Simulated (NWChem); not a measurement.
System: ZrH3Br; SMILES [Br][ZrH3]

```xyz
5

Zr     0.0000     0.0000     0.9855
Br     0.0000     0.0000    -1.4852
H      1.7358    -0.1062     1.5853
H     -0.7760     1.5564     1.5853
H     -0.9599    -1.4502     1.5853
```
Atoms are numbered in this order, from 1.

All runs use the structure optimised with PBE0/def2-SVP. Not confirmed as a minimum by frequencies. def2 effective core potentials on Zr; no spin-orbit coupling.

**Question.** List the 4 lowest vertical singlet excitations from PBE/def2-SVPD with def2 effective core potentials on Zr, TDA (NWChem).

**Answer.** 
| state | energy (eV) | oscillator strength | leading excitation (squared amplitude) |
|---|---|---|---|
| S1 | 3.71 | 0.000 | HOMO → LUMO (0.49) |
| S2 | 3.80 | 0.000 | HOMO−1 → LUMO+1 (0.35) |
| S3 | 3.80 | 0.000 | HOMO−1 → LUMO (0.35) |
| S4 | 3.98 | 0.002 | HOMO−1 → LUMO (0.48) |
